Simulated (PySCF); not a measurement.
AlBrH5N.
Geometry (PBE0-D3(BJ)/def2-SVP, Å), atoms numbered from 1 in this order:
```xyz
8
AlBrH5N angstrom
N     -0.988    0.128   -0.048
Al     1.002   -0.375    0.032
Br     1.804    1.797    0.052
H     -1.244    0.667    0.782
H     -1.170    0.724   -0.858
H     -1.616   -0.677   -0.101
H      1.195   -1.149   -1.347
H      1.071   -1.134    1.432
```

Method used: EOM-IP-CCSD/aug-cc-pVDZ in PySCF, restricted Hartree–Fock reference, frozen core, non-relativistic, gas phase, PBE0-D3(BJ)/def2-SVP geometry.

Hartree–Fock orbital energies give these Koopmans values (eV): HOMO 10.30, HOMO-1 10.72, HOMO-2 11.64, HOMO-3 11.64, HOMO-4 13.53, HOMO-5 17.15, HOMO-6 19.88, HOMO-7 19.96.

Question: What vertical ionisation energies does EOM-IP-CCSD give?

Answer: 
```tsv
leading hole (HF orbital)	Koopmans (eV)	EOM-IP-CCSD (eV)	change (eV)	one-hole share
HOMO	10.30	9.75	-0.55	0.95
HOMO-1	10.72	10.17	-0.55	0.96
HOMO-2	11.64	11.03	-0.61	0.94
HOMO-3	11.64	11.06	-0.58	0.95
HOMO-4	13.53	12.64	-0.89	0.93
HOMO-5	17.15	15.72	-1.43	0.92
HOMO-6	19.88	18.77	-1.11	0.95
HOMO-7	19.96	18.85	-1.11	0.95
```

Question: Does the order of the lines follow the orbital energies?

Answer: Yes, no two lines change places. The corrections run from -1.43 to -0.55 eV, with a mean of -0.85 eV over the 8 lines; no line lies above its Koopmans value.

Question: At what kinetic energies would He II light (40.81 eV) eject these electrons?

Answer: 31.06 eV (HOMO), 30.64 eV (HOMO-1), 29.78 eV (HOMO-2), 29.75 eV (HOMO-3), 28.17 eV (HOMO-4), 25.09 eV (HOMO-5), 22.04 eV (HOMO-6), 21.96 eV (HOMO-7).

Question: What total energy has the lowest final state, and which wavelength reaches it?

Answer: E(CCSD) + ionisation energy = -2872.23042 + 0.35840 = -2871.87202 Eh, at the geometry of the initial state. The threshold wavelength is 1239.84 eV nm/9.75 eV = 127.2 nm.

Lines less than 0.15 eV apart could change places at a higher level. One root was sought for each valence orbital with −ε under 21 eV, eight at most, so deeper holes and satellites are missing; no vibrational structure.
